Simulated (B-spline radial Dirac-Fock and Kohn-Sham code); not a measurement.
## Core-level shifts of gold with charge state

Level of theory: relaxed Dirac-Fock hole states (ΔSCF) with Breit and QED corrections and a finite nucleus; a radial B-spline solver. Each ion is free and in its tabulated ground configuration. The model has no electron correlation.

Reference: Au³⁵⁺, [Kr] 4d8, with K (1s) 82172.0 eV, L1 (2s) 15821.9 eV, L2 (2p1/2) 15193.0 eV, L3 (2p3/2) 13379.5 eV, N4,5 (4d) 1596.7 eV, Kα1 (K-L3) 68792.5 eV, Kβ1 (K-M3) 77985.3 eV, Lℓ (L3-M1) 8503.8 eV. Shifts from it, in eV (a dash: the subshell is empty, belongs to an open shell averaged over j, or its hole state is left out as unreliable):

| ion | configuration | K (1s) | L1 (2s) | L2 (2p1/2) | L3 (2p3/2) | N4,5 (4d) | Kα1 | Kβ1 | Lℓ |
| --- | --- | --- | --- | --- | --- | --- | --- | --- | --- |
| Au³⁶⁺ | [Kr] 4d7 | ? | ? | ? | ? | ? | ? | ? | ? |
| Au³⁷⁺ | [Kr] 4d6 | +157.7 | +155.5 | +156.5 | +155.7 | +114.8 | +1.92 | +17.00 | +14.33 |
| Au³⁸⁺ | [Kr] 4d5 | +238.3 | +235.0 | +236.5 | +235.3 | +173.2 | +2.97 | +26.01 | +21.88 |
| Au³⁹⁺ | [Kr] 4d4 | +320.1 | +315.6 | +317.6 | +316.1 | +232.2 | +4.09 | +35.35 | +29.71 |
| Au⁴⁰⁺ | [Kr] 4d3 | +403.2 | +397.3 | +399.9 | +397.9 | +291.8 | +5.27 | +45.04 | +37.81 |
| Au⁴¹⁺ | [Kr] 4d2 | +487.5 | +480.2 | +483.4 | +480.9 | +352.0 | +6.52 | +55.08 | +46.17 |
| Au⁴²⁺ | [Kr] 4d1 | +572.9 | +564.2 | +568.0 | +565.1 | +412.9 | +7.84 | +65.46 | +54.81 |
| Au⁴³⁺ | [Ar] 3d10 4s2 4p6 | +659.6 | +649.3 | +653.8 | +650.4 | – | +9.22 | +76.20 | +63.72 |

Question: Give the missing shifts for Au³⁶⁺.

Answer: K (1s) +78.2, L1 (2s) +77.2, L2 (2p1/2) +77.7, L3 (2p3/2) +77.3, N4,5 (4d) +57.1, Kα1 +0.93, Kβ1 +8.33, Lℓ +7.03 (eV).

Over this range K (1s) moves by +659.6 eV and Kα1 by +9.2 eV: a line is a difference of two levels that shift in the same direction.

Values without a named source are computed, but for edge energies of neutral atoms, which are taken from tables.
